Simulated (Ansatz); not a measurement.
Mulliken charges of CH₅BrSSi, SMILES `C[SiH](S)Br` from r2SCAN/def2-TZVPP in Ansatz (PBE0-D4/def2-TZVP geometry).

| atom | x (Å) | y (Å) | z (Å) | charge (e) |
| --- | --- | --- | --- | --- |
| C1 | -0.494 | 1.023 | -0.356 | -0.294 |
| Si2 | -0.176 | -0.631 | 0.424 | 0.489 |
| S3 | 1.851 | -0.891 | 1.014 | -0.255 |
| Br4 | -0.815 | -2.201 | -1.028 | -0.241 |
| H5 | -1.550 | 1.120 | -0.618 | 0.091 |
| H6 | -0.224 | 1.820 | 0.341 | 0.092 |
| H7 | 0.097 | 1.139 | -1.266 | 0.080 |
| H8 | -0.950 | -0.844 | 1.668 | -0.068 |
| H9 | 2.350 | -0.580 | -0.195 | 0.106 |

Task: By hand: the dipole of these point charges (1 e Å = 4.8032 D).

Result: Σ q r = (-0.057, 0.505, 0.041) e Å, of length 0.510 e Å = 2.45 D.

Task: How does the dipole of the full density compare? (Estimate.)

Result: The calculation gave: (0.007, 0.418, -0.071) e Å, 2.04 D; the point charges give 1.20 times that, at 16° from its direction.

Point charges leave out the atoms' own dipoles, such as those of lone pairs, and Mulliken's split depends on the basis, so the two needn't agree.
